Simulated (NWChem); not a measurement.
Species: SbH2O2F; SMILES [F][Sb]([OH])[OH]

```xyz
6

Sb    -0.0183    -0.0595     0.3698
F      1.3414     1.0231    -0.5005
O      0.1785    -1.6372    -0.7839
H      0.0197    -1.4455    -1.7184
O     -1.4420     0.8664    -0.6318
H     -1.0497     1.4357    -1.3093
```
Atoms are numbered in this order, from 1.

Program: NWChem. The geometry was optimised at PBE0/def2-SVP. def2 effective core potentials on Sb; no spin-orbit coupling. Total energies of different functionals are on different scales.

| level | energy (Ha) | highest occupied level (eV) | orbital gap (eV) | dipole (D) |
|---|---|---|---|---|
| B3LYP/def2-SVP | -491.6720 | -8.12 | 6.94 | 0.70 |
| PBE/def2-SVP | -491.3438 | -6.78 | 5.09 | 0.54 |
| BLYP/def2-SVP | -491.5171 | -6.61 | 5.04 | 0.57 |
| PW91/def2-SVP | -491.6167 | -6.84 | 5.08 | 0.55 |
| OLYP/def2-SVP | -491.7728 | [?] | [?] | [?] |
| BHandHLYP/def2-SVP | -491.4073 | -9.76 | 9.60 | 0.86 |
| MPW1K/def2-SVP | -491.5887 | -9.54 | 9.07 | 0.80 |

**Question.** Complete the blanks.

**Answer.** 
- OLYP/def2-SVP, highest occupied level (eV): -6.66
- OLYP/def2-SVP, orbital gap (eV): 5.17
- OLYP/def2-SVP, dipole (D): 0.61
